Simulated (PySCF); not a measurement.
Spinor energies of Lu (lutetium, neutral)

Start: [Xe] 4f14 5d1 6s2; 5d3/2 filled at m_j = +3/2. Calculated with PySCF 2.14 in x2c-SVPall-2c with one added diffuse shell each of s, p, d type (8s11p10d2f1g, 114 functions): generalised Hartree-Fock with the X2C-1e Hamiltonian and a Gaussian nucleus; one run each with spin-orbit coupling (SO) switched off, then screened by Boettger's factors.

```tsv
spinor shell	electrons	ε, spin-free (eV)	ε, screened SO (eV)	weight of nominal j (screened SO)	rms radius, screened SO (bohr)
1s1/2	2	-63652.6	-63629.2	1.000	0.0219
2s1/2	2	-10976.0	-10964.1	1.000	0.0885
2p1/2	2	-9657.3	-10445.8	1.000	0.0754
2p3/2	4	-9657.3	-9322.2	1.000	0.0825
3s1/2	2	-2551.0	-2542.7	1.000	0.227
3p1/2	2	-2148.0	-2313.4	1.000	0.218
3p3/2	4	-2148.0	-2069.2	1.000	0.232
3d3/2	4	-1660.0	-1684.0	1.000	0.206
3d5/2	6	-1660.0	-1631.3	1.000	0.210
4s1/2	2	-542.82	-535.55	1.000	0.509
4p1/2	2	-408.07	-440.76	1.000	0.520
4p3/2	4	-408.07	-384.66	1.000	0.552
4d3/2	4	-228.97	-228.30	1.000	0.584
4d5/2	6	-228.97	-217.71	1.000	0.597
5s1/2	2	-80.482	-73.485	1.000	1.27
5p1/2	2	-45.673	-44.628	1.000	1.43
5p3/2	4	-45.673	-36.738	1.000	1.54
4f5/2	6	-29.319	-23.199	1.000	0.800
4f7/2	8	-29.319	-21.596	1.000	0.806
6s1/2	2	-10.357	-6.125	0.976	4.14
5d3/2	1	-1.313	-5.275	0.996	3.09
```

```tsv
quantity	spin-free	screened SO
E (hartree)	-14551.64255	-14566.11612
M_J	3/2	3/2
⟨J²⟩	3.752	3.781
⟨L²⟩	6.003	6.277
⟨S²⟩	0.751	0.949
```

Each row is a mean over spinors that exchange with the open shell spreads, by up to 1.596 eV (5p1/2).

Breit and QED terms are absent; they matter most for the inner s and p1/2 levels.

Densities and radii are taken from the X2C orbitals without a picture-change correction, which distorts them close to the nucleus.

Without spin-orbit coupling the j labels of p, d and f shells carry no meaning; the spin-free column gives the mean over the occupied spinors of each nl shell.
